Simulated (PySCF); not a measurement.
# Calculated NMR parameters of COC(=O)c1ccpcn1

```
Formula                               : C6H6NO2P
SMILES                                : COC(=O)c1ccpcn1
Point group of the computed structure : Cs
Carbon signals                        : 6
Proton signals                        : 4
```

Structure with atom numbers: `[CH3:1][O:2][C:3](=[O:4])[c:5]1[cH:6][cH:7][p:8][cH:9][n:10]1` (H(Xn): hydrogen on atom n).

PySCF 2.14.0 with density-fitted response routines calculation with shieldings: GIAO PBE0/pcSseg-1 and geometry: GFN2-xTB; no relativistic terms, no solvent, one computed conformer, one averaged value for each set of equivalent atoms.

Referencing at the same level of theory: 1H (σ = 31.72 ppm), 13C (σ = 186.93 ppm) vs TMS; H3PO4 for 31P (σ = 318.38 ppm); 15N (σ = 267.73 ppm) against NH3; 17O (σ = 336.08 ppm) against H2O.

| carbon | δC, type | δH (multiplicity) | HMBC from (2–3 bonds) | span of the C tensor (ppm) |
| --- | --- | --- | --- | --- |
| C1 | 54.5, CH3 | 4.22 (s) | – | 73 |
| C3 | 174.7, C | – | H(C6), H(C1) | 152 |
| C5 | 149.1, C | – | H(C9), H(C7), H(C6) | 193 |
| C6 | 129.3, CH | 8.82 (m) | H(C7) | 247 |
| C7 | 177.0, CH | 9.99 (m) | H(C9), H(C6) | 352 |
| C9 | 190.6, CH | 10.85 (m) | H(C7) | 322 |

Other nuclei:
| atoms | nucleus | environment | δ (ppm) | σ (ppm) |
| --- | --- | --- | --- | --- |
| P8 | 31P | phosphorus bonded to 2 C, in a 6-membered ring | 244.7 | 73.6 |
| N10 | 15N | pyridine-type ring nitrogen | 375.4 | -107.7 |
| O4 | 17O | ester carbonyl oxygen | 422.1 | -86.1 |
| O2 | 17O | ester alkoxy oxygen | 189.9 | 146.2 |

1. δC 190.6: aromatic CH next to a ring nitrogen; the adjacent pyridine-type nitrogen withdraws density from it.
2. δC 177.0, 129.3: aromatic CH.
3. δC 174.7: ester carbonyl carbon; it is a carbonyl in resonance with an O or N lone pair, the region of acids, esters and amides.
4. δH 10.85: hydrogen on an aromatic CH next to a ring nitrogen; ring current plus the neighbouring ring nitrogen.
5. δH 9.99, 8.82: hydrogen on an aromatic CH.

Splittings by 31P in the carbon and heteronuclear signals aren't shown, as no couplings were computed. Shifts are as computed. Against solution values, carbons near 30 ppm lie about +3 ppm off and those near 130 ppm about +5 ppm. Of 1211 compounds with measured shifts, 218 miss one by over three times the rms of a fit or turn the order of signals round; such compounds aren't used in these exercises. Unscaled 17O shifts of doubly bonded oxygen tend to come out too high, by tens of ppm or more. Experimental scales use liquid or dissolved standards, which lie at an offset from isolated NH3 (liquid NH3: subtract about 20 ppm) and H2O (liquid H2O: subtract about 36 ppm) and H3PO4. Unscaled 15N shifts of sp2 nitrogen come out 20 to 40 ppm too high even then. No couplings were computed; multiplicities are counted from neighbouring protons, with m where these are inequivalent, close in shift, in a saturated or five-membered ring or joined by F or P, and br s for small geminal =CH2 splittings.
